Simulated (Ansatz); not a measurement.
Basis-set extrapolation for C$_{2}$H$_{8}$O$_{2}$Si$_{2}$ (`C=C[SiH2][SiH](O)O`) (PBE0-D4/def2-TZVP geometry, frozen core, the Gaussian-basis code of Ansatz). Multiplicity 1, RHF reference.

```csv
,def2-TZVPP,def2-QZVPP
HF,-808.188245,-808.217436
MP2 correlation,-1.046707,-1.126050
CCSD(T) correlation,-1.142162,not run
```

Energies in hartree. Use E(X) = E(∞) + A·exp(−7.88·√X) for Hartree–Fock and E(X) = E(∞) + B·X^(−2.97) for correlation, with X = 3 and 4, and add CCSD(T) minus MP2 of the smaller set to the MP2 limit.

Q: What is the CCSD(T) energy at the basis-set limit?

A: HF limit: -808.217436 + (-0.029191) × 0.13774 = -808.22146. MP2 limit: -1.126050 + (-0.079343) × 0.74074 = -1.18482. Higher-order term: -1.142162 − (-1.046707) = -0.09545. Total: -809.50173 hartree, 4.66 eV below CCSD(T)/def2-TZVPP.
